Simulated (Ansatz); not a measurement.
```yaml
crystal:
  periodic: [false, false, false]
  atoms:
    - {symbol: W, position_ang: [1.307860, -0.318221, -0.223409]}
    - {symbol: W, position_ang: [-0.989556, -0.896952, 0.280771]}
    - {symbol: W, position_ang: [-0.318304, 1.215172, -0.057362]}
basis:
  gaussian: {orbitals: def2-TZVPD, nuclear_model: gaussian, point_charges: [{charge: -1.00, position_ang: [5.198, 0.374, 0.851]}]}
hamiltonian: {xc: {name: wB97X}}
scf: {omitted_lower_state_checks: [starts]}
output: {forces: true}
```

```sh
$ ansatz run in.yaml --threads 4 --pin off --events-out ev --progress --plain --max-ram 3916MiB
```

Shortened log:

```
Functional definition: wB97X
1158 factors; their error is unknown
241 factors; integrals over basis functions are off by at most 1.3e-4 eV
mean field evaluation 1: about -5457.5611 eV, gradient 7.7e1 eV
mean field evaluation 2: about -5328.0826 eV, gradient 2.6e2 eV
mean field evaluation 4: about -5468.0118 eV, gradient 3.1e1 eV
mean field evaluation 8: about -5470.0242 eV, gradient 7.2e-1 eV
mean field evaluation 16: about -5470.0977 eV, gradient 1.4e-1 eV
mean field evaluation 32: about -5470.0998 eV, gradient 7.8e-4 eV
mean field -5470.09976722 eV, -201.0224586785 hartree, gradient 5.7e-6 eV, S^2 0.000000; 0 other end points of the search recorded, 0 dependent functions left out
reference -5470.09973765 eV, -201.0224575920 hartree; 21, 21 occupied and 108, 108 virtual orbitals, 1158 factors
Total energy: -5470.09973765 eV, -201.0224575920 hartree
Atom 0 at     1.307860    -0.318221    -0.223409 Å, force    -1.345141     1.497930     0.434455 eV/Å
Atom 1 at    -0.989556    -0.896952     0.280771 Å, force     0.729298     1.004512    -0.233451 eV/Å
Atom 2 at    -0.318304     1.215172    -0.057362 Å, force     0.975196    -2.332571    -0.070543 eV/Å
Dipole moment:     1.109455     0.106625     0.083803 e Å
Checks for a lower state left out: starts
```

It took 24 s on 4 threads of Arm Neoverse V2 on a shared host.

In the def2 sets W takes a core potential; there is no spin–orbit coupling. The restricted singlet is unstable towards broken spin symmetry at other levels; at RKS ωB97X/def2-TZVPD this wasn't settled.
